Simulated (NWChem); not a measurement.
silicon dioxide molecule (SiO₂); SMILES [Si](=O)=O

```xyz
3

O      0.0000     0.0000    -1.5184
Si     0.0000     0.0000     0.0000
O      0.0000     0.0000     1.5184
```
Atoms are numbered in this order, from 1.

All runs: NWChem. Geometry optimised at PBE0/def2-SVP; all other runs use it. 

```tsv
quantity	level	value
vertical, lowest excitation, singlet (eV)	CAM-B3LYP/def2-SVPD, TDA	4.54
vertical ionisation energy, ΔSCF (eV)	PBE/def2-SVP	12.06
anisotropy (bohr³), static	CAM-B3LYP/def2-SVPD	14.2
cavity-dispersion-structure term (kcal/mol) in n-hexane	PBE0/def2-SVP, SMD	-1.5
highest harmonic frequency (cm⁻¹)	PBE0/def2-SVP	1467
```
